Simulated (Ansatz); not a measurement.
A structure relaxed at PBE0/def2-TZVP in Ansatz, charge 1, singlet:

Cartesian coordinates in Å:
```
Li -3.169 -0.396 1.183
Li -0.418 0.504 1.345
Li 1.299 0.052 -0.737
Li 2.330 1.467 1.608
Li -1.526 0.522 -1.383
Li 0.232 2.895 -0.435
Li 1.639 -1.720 1.725
Li 0.388 -1.351 -3.101
Li -0.776 -1.974 -0.205
```

Q: Give its formula and point group.

A: Li₉⁺. Point group C2v (tolerance 0.1 Å).

Q: Summarise the bond lengths by kind (pairs closer than 1.2 times the sum of covalent radii, bridged metal pairs left out).

A: 14 × Li–Li 2.74 to 3.05 Å.

The restricted singlet is unstable towards broken spin symmetry in Hartree–Fock (as tested in another run); at PBE0/def2-TZVP this wasn't settled. Another isomer (singlet) lies 0.41 eV lower at PBE0/def2-TZVP; other spin states weren't run for this one.
